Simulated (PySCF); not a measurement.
H₃F₃Ge₂, singlet, geometry from GFN2-xTB, with bond 1-2 at 1.8 times its length; PySCF with CASSCF(4,6)/STO-3G.

Here is a job for PySCF.
```python
from pyscf import gto, scf, mcscf
import numpy

mol = gto.Mole()
mol.atom = '''
    F     2.321733   -0.722381    2.551844
    Ge    0.678435   -0.023885   -0.051030
    F     1.509445    1.434526   -0.558521
    F     1.371187   -1.180029   -1.172864
    Ge   -1.732197    0.060984    0.130292
    H    -2.077278    1.292323    0.905888
    H    -2.168853   -1.178234    0.844784
    H    -2.281590    0.115725   -1.259672
'''
mol.basis = 'sto-3g'
mol.charge = 0
mol.spin = 0
mol.verbose = 4
mol.build()

mf = scf.RHF(mol)
mf.kernel()
mc = mcscf.CASSCF(mf, 6, 4)
mc.fix_spin_(ss=0.0)
mc.kernel()
occ = numpy.linalg.eigvalsh(mc.fcisolver.make_rdm1(mc.ci, mc.ncas, mc.nelecas))[::-1]
ss = mc.fcisolver.spin_square(mc.ci, mc.ncas, mc.nelecas)[0]
print('natural occupations', occ.round(4), ' <S^2>', round(ss, 4))
```

The log (banner, timings and long lists left out):

```
PySCF version 2.14.0

[INPUT] verbose = 4
[INPUT] num. atoms = 8
[INPUT] num. electrons = 94
[INPUT] charge = 0
[INPUT] spin (= nelec alpha-beta = 2S) = 0
[INPUT] symmetry False subgroup None
[INPUT] Mole.unit = angstrom
[INPUT] Symbol           X                Y                Z      unit          X                Y                Z       unit  Magmom
[...]
nuclear repulsion = 661.00558829336
number of shells = 28
number of NR pGTOs = 162
number of NR cGTOs = 54
basis = sto-3g
ecp = {}

******** <class 'pyscf.scf.hf.RHF'> ********
method = RHF
initial guess = minao
damping factor = 0
level_shift factor = 0
DIIS = <class 'pyscf.scf.diis.CDIIS'>
diis_start_cycle = 1
diis_space = 8
diis_damp = 0
SCF conv_tol = 1e-09
SCF conv_tol_grad = None
SCF max_cycles = 50
direct_scf = True
direct_scf_tol = 1e-13
Set gradient conv threshold to 3.16228e-05
Initial guess from minao.
init E= -4393.06025032379
[...]
cycle= 1 E= -4398.86976483939  delta_E= -5.81  |g|= 0.512  |ddm|=    3
[...]
cycle= 2 E= -4398.77740211704  delta_E= 0.0924  |g|= 0.446  |ddm|= 3.09
[...]
cycle= 3 E= -4399.04980257152  delta_E= -0.272  |g|= 0.225  |ddm|= 2.75
[...]
cycle= 4 E= -4399.13968869286  delta_E= -0.0899  |g|= 0.0523  |ddm|= 0.939
[...]
cycle= 5 E= -4399.14215598281  delta_E= -0.00247  |g|= 0.0216  |ddm|= 0.137
[...]
cycle= 6 E= -4399.14251635068  delta_E= -0.00036  |g|= 0.0095  |ddm|= 0.0448
[...]
cycle= 7 E= -4399.14258213195  delta_E= -6.58e-05  |g|= 0.00371  |ddm|= 0.0179
[...]
cycle= 8 E= -4399.14259310671  delta_E= -1.1e-05  |g|= 0.00108  |ddm|= 0.00782
[...]
cycle= 9 E= -4399.14259411834  delta_E= -1.01e-06  |g|= 0.000138  |ddm|= 0.0029
[...]
cycle= 10 E= -4399.1425941465  delta_E= -2.82e-08  |g|= 6.19e-05  |ddm|= 0.000495
[...]
cycle= 11 E= -4399.14259415911  delta_E= -1.26e-08  |g|= 5.39e-05  |ddm|= 0.00035
[...]
cycle= 12 E= -4399.1425941895  delta_E= -3.04e-08  |g|= 2.62e-05  |ddm|= 0.00122
[...]
cycle= 13 E= -4399.14259419788  delta_E= -8.38e-09  |g|= 5.52e-06  |ddm|= 0.000934
[...]
cycle= 14 E= -4399.14259419803  delta_E= -1.55e-10  |g|= 1.71e-06  |ddm|= 0.000118
[...]
Extra cycle  E= -4399.14259419803  delta_E= -2.73e-12  |g|= 9.64e-07  |ddm|= 4.44e-06
converged SCF energy = -4399.14259419803

******** <class 'pyscf.mcscf.mc1step.CASSCF'> ********
CAS (2e+2e, 6o), ncore = 45, nvir = 3
max_cycle_macro = 50
max_cycle_micro = 4
conv_tol = 1e-07
conv_tol_grad = None
orbital rotation max_stepsize = 0.02
orbital rotation threshold for CI restart = 0.01
augmented hessian ah_max_cycle = 30
augmented hessian ah_conv_tol = 1e-12
augmented hessian ah_linear dependence = 1e-14
augmented hessian ah_level shift = 1e-08
augmented hessian ah_start_tol = 2.5
augmented hessian ah_start_cycle = 3
augmented hessian ah_grad_trust_region = 3
kf_trust_region = 3
kf_interval = 4
ci_response_space = 4
ci_grad_trust_region = 3
with_dep4 0
natorb = False
canonicalization = True
sorting_mo_energy = False
ao2mo_level = 2
internal_rotation = False
******** <class 'pyscf.fci.addons.SpinPenaltyFCISolver'> ********
max. cycles = 50
conv_tol = 1e-08
davidson only = True
linear dependence = 1e-12
level shift = 0.001
max iter space = 12
nroots = 1
pspace_size = 400
spin = None
CASCI E = -4399.32820582321  S^2 = 0.0000000
Set conv_tol_grad to 0.000316228
macro iter   1 ( 20 JK    4 micro), CASSCF E = -4399.33448575097  dE = -6.27992775e-03  S^2 = 0.0000000
               |grad[o]|=0.0628  |grad[c]|=0.00746  |ddm|=0.177  |maxRot[o]|=0.0722
macro iter   2 ( 21 JK    4 micro), CASSCF E = -4399.33493244215  dE = -4.46691181e-04  S^2 = 0.0000000
               |grad[o]|=0.00588  |grad[c]|=0.00728  |ddm|=0.00777  |maxRot[o]|=0.273
macro iter   3 ( 21 JK    4 micro), CASSCF E = -4399.33520594682  dE = -2.73504668e-04  S^2 = 0.0000000
               |grad[o]|=0.00395  |grad[c]|=0.00231  |ddm|=0.00165  |maxRot[o]|=0.0503
macro iter   4 ( 12 JK    3 micro), CASSCF E = -4399.33603514279  dE = -8.29195976e-04  S^2 = 0.0000000
[...]
               |grad[o]|=0.00392  |grad[c]|=0.0142  |ddm|=0.00223  |maxRot[o]|=0.00429
macro iter  33 ( 21 JK    4 micro), CASSCF E = -4399.33646818599  dE = -9.81811354e-07  S^2 = 0.0000000
               |grad[o]|=0.00392  |grad[c]|=0.0142  |ddm|=0.00222  |maxRot[o]|=0.0042
macro iter  34 ( 21 JK    4 micro), CASSCF E = -4399.33646916338  dE = -9.77385753e-07  S^2 = 0.0000000
               |grad[o]|=0.00392  |grad[c]|=0.0142  |ddm|=0.00222  |maxRot[o]|=0.00412
macro iter  35 ( 21 JK    4 micro), CASSCF E = -4399.33647009766  dE = -9.34277523e-07  S^2 = 0.0000000
               |grad[o]|=0.00392  |grad[c]|=0.0142  |ddm|=0.00222  |maxRot[o]|=0.00403
macro iter  36 ( 21 JK    4 micro), CASSCF E = -4399.33647099694  dE = -8.99285624e-07  S^2 = 0.0000000
               |grad[o]|=0.00392  |grad[c]|=0.0142  |ddm|=0.00222  |maxRot[o]|=0.00395
macro iter  37 ( 21 JK    4 micro), CASSCF E = -4399.33647185526  dE = -8.58317435e-07  S^2 = 0.0000000
               |grad[o]|=0.00391  |grad[c]|=0.0142  |ddm|=0.00221  |maxRot[o]|=0.00387
macro iter  38 ( 21 JK    4 micro), CASSCF E = -4399.33647267228  dE = -8.17023647e-07  S^2 = 0.0000000
               |grad[o]|=0.00391  |grad[c]|=0.0142  |ddm|=0.00221  |maxRot[o]|=0.00379
macro iter  39 ( 21 JK    4 micro), CASSCF E = -4399.33647344856  dE = -7.76274646e-07  S^2 = 0.0000000
               |grad[o]|=0.00391  |grad[c]|=0.0142  |ddm|=0.00221  |maxRot[o]|=0.00371
macro iter  40 ( 21 JK    4 micro), CASSCF E = -4399.33647418167  dE = -7.33107299e-07  S^2 = 0.0000000
               |grad[o]|=0.00391  |grad[c]|=0.0142  |ddm|=0.0022  |maxRot[o]|=0.00363
macro iter  41 ( 21 JK    4 micro), CASSCF E = -4399.33647488150  dE = -6.99834345e-07  S^2 = 0.0000000
               |grad[o]|=0.00391  |grad[c]|=0.0142  |ddm|=0.0022  |maxRot[o]|=0.00355
macro iter  42 ( 21 JK    4 micro), CASSCF E = -4399.33647554776  dE = -6.66263077e-07  S^2 = 0.0000000
               |grad[o]|=0.0039  |grad[c]|=0.0142  |ddm|=0.0022  |maxRot[o]|=0.00348
macro iter  43 ( 21 JK    4 micro), CASSCF E = -4399.33647618263  dE = -6.34869139e-07  S^2 = 0.0000000
               |grad[o]|=0.0039  |grad[c]|=0.0142  |ddm|=0.0022  |maxRot[o]|=0.0034
macro iter  44 ( 21 JK    4 micro), CASSCF E = -4399.33647678561  dE = -6.02973159e-07  S^2 = 0.0000000
               |grad[o]|=0.0039  |grad[c]|=0.0142  |ddm|=0.0022  |maxRot[o]|=0.00333
macro iter  45 ( 21 JK    4 micro), CASSCF E = -4399.33647735272  dE = -5.67110874e-07  S^2 = 0.0000000
               |grad[o]|=0.0039  |grad[c]|=0.0142  |ddm|=0.0022  |maxRot[o]|=0.00326
macro iter  46 ( 21 JK    4 micro), CASSCF E = -4399.33647784405  dE = -4.91334504e-07  S^2 = 0.0000000
               |grad[o]|=0.0039  |grad[c]|=0.0142  |ddm|=0.00219  |maxRot[o]|=0.00319
macro iter  47 ( 21 JK    4 micro), CASSCF E = -4399.33647818513  dE = -3.41082341e-07  S^2 = 0.0000000
               |grad[o]|=0.00389  |grad[c]|=0.0142  |ddm|=0.00219  |maxRot[o]|=0.00311
macro iter  48 ( 21 JK    4 micro), CASSCF E = -4399.33647865436  dE = -4.69224688e-07  S^2 = 0.0000000
               |grad[o]|=0.00389  |grad[c]|=0.0142  |ddm|=0.00219  |maxRot[o]|=0.00303
macro iter  49 ( 21 JK    4 micro), CASSCF E = -4399.33647902354  dE = -3.69184818e-07  S^2 = 0.0000000
               |grad[o]|=0.00389  |grad[c]|=0.0142  |ddm|=0.00219  |maxRot[o]|=0.00294
macro iter  50 ( 21 JK    4 micro), CASSCF E = -4399.33647945820  dE = -4.34660251e-07  S^2 = 0.0000000
               |grad[o]|=0.00389  |grad[c]|=0.0142  |ddm|=0.00219  |maxRot[o]|=0.00287
1-step CASSCF not converged,  50 macro (1040 JK 199 micro) steps
CASSCF canonicalization
Density matrix diagonal elements [1.98242751e+00 1.22239302e+00 7.88995235e-01 3.22588428e-03
 7.72691559e-04 2.18566258e-03]
CASSCF energy = -4399.33647945820
CASCI E = -4399.33647945820  E(CI) = -3.94478477172288  S^2 = 0.0000000
natural occupations [1.9977e+00 1.2178e+00 7.8170e-01 1.8000e-03 8.0000e-04 3.0000e-04]  <S^2> 0.0
```

The run did not converge; its last values are not results.
